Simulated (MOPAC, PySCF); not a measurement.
F$_{3}$Ga, SMILES `[F][Ga]([F])[F]`, neutral singlet in the gas phase. 

Z-matrix (Å, degrees):
```
Ga
F 1 1.7461
F 1 1.7461 2 120.02
F 1 1.7461 2 120.01 3 -179.97
```
Charge 0, spin multiplicity 1.

All levels are single points at this geometry (PBE-D3(BJ)/def2-TZVP); Pople sets use spherical d functions. Orbital energies aren't observables, and empty levels follow the basis.

| level | HOMO (eV) | LUMO (eV) | gap (eV) | dipole (D) | vertical IE, Delta-SCF (eV) |
|---|---|---|---|---|---|
| PBE-D3(BJ)/def2-TZVP in PySCF | -9.63 | -3.58 | 6.05 | 0.00 | – |
| B3LYP/6-311+G** (LANL2DZ on Ga) in PySCF | -11.62 | -3.04 | 8.59 | 0.00 | – |
| B3LYP/LANL2DZ in PySCF | -11.34 | -3.07 | 8.27 | 0.00 | – |
| BP86/6-31G* in PySCF | -9.25 | -3.50 | 5.75 | 0.00 | – |
| M06-2X/6-31G* in PySCF | -13.42 | -1.65 | 11.77 | 0.00 | – |
| PBE/6-31G* in PySCF | -9.11 | -3.42 | 5.69 | 0.00 | – |
| SVWN5/6-31G* in PySCF | -9.37 | -3.76 | 5.60 | 0.00 | – |
| HF/3-21G in PySCF | -15.81 | 1.40 | 17.21 | 0.00 | – |
| HF/6-31G* in PySCF | -16.86 | 0.90 | 17.77 | 0.00 | – |
| HF/STO-3G in PySCF | -8.51 | 5.81 | 14.31 | 0.00 | – |
| AM1 in MOPAC | -13.61 | -3.35 | 10.26 | 0.00 | – |
| PM6 in MOPAC | -14.45 | -2.33 | 12.12 | 0.00 | – |
| PM7 in MOPAC | -14.44 | -1.72 | 12.72 | 0.00 | – |
